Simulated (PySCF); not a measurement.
**Two-component Hartree-Fock for Pd⁺ (palladium, charge +1)**

Start: [Kr] 4d9; 4d3/2 filled at m_j = -1/2, +1/2, +3/2; 4d5/2 filled at m_j = -5/2, -3/2, -1/2, +1/2, +3/2, +5/2. Calculated with PySCF 2.14 in x2c-TZVPPall-2c (8s9p7d2f1g, 93 functions): generalised Hartree-Fock with the X2C-1e Hamiltonian and a Gaussian nucleus; one run each with spin-orbit coupling (SO) screened by Boettger's factors, then bare. This is a chosen level, not necessarily the ground level.

```tsv
spinor shell	electrons	ε, screened SO (eV)	ε, bare SO (eV)	weight of nominal j (bare SO)	rms radius, bare SO (bohr)
1s1/2	2	-24485.3	-24485.1	1.000	0.0365
2s1/2	2	-3668.3	-3668.3	1.000	0.150
2p1/2	2	-3393.7	-3399.1	1.000	0.130
2p3/2	4	-3232.6	-3230.3	1.000	0.135
3s1/2	2	-706.70	-706.70	1.000	0.403
3p1/2	2	-596.85	-597.82	1.000	0.398
3p3/2	4	-567.75	-567.35	1.000	0.410
3d3/2	4	-374.31	-375.28	1.000	0.387
3d5/2	6	-368.93	-368.31	1.000	0.391
4s1/2	2	-116.46	-116.47	1.000	1.02
4p1/2	2	-79.629	-79.796	0.949	1.10
4d3/2	3	-21.116	-21.196	0.843	1.57
4d5/2	6	-20.436	-20.394	0.922	1.60
```

Problem. Where does 4p3/2 lie, and what is the 4p spin-orbit splitting (bare SO)?

Solution. At -75.923 eV, 3.873 eV above 4p1/2.

```tsv
quantity	screened SO	bare SO
E (hartree)	-5042.93428	-5043.01660
M_J	3/2	3/2
⟨J²⟩	3.756	3.756
⟨L²⟩	6.033	6.034
⟨S²⟩	0.772	0.773
```

Each row is a mean over spinors that exchange with the open shell spreads, by up to 3.960 eV (4p1/2).

Rows whose weight is well below 1 are mixtures of j = l ± 1/2: exchange outweighs spin-orbit coupling there, and the label is only the starting occupation.

Breit and QED terms are absent; they matter most for the inner s and p1/2 levels.

Densities and radii are taken from the X2C orbitals without a picture-change correction, which distorts them close to the nucleus.
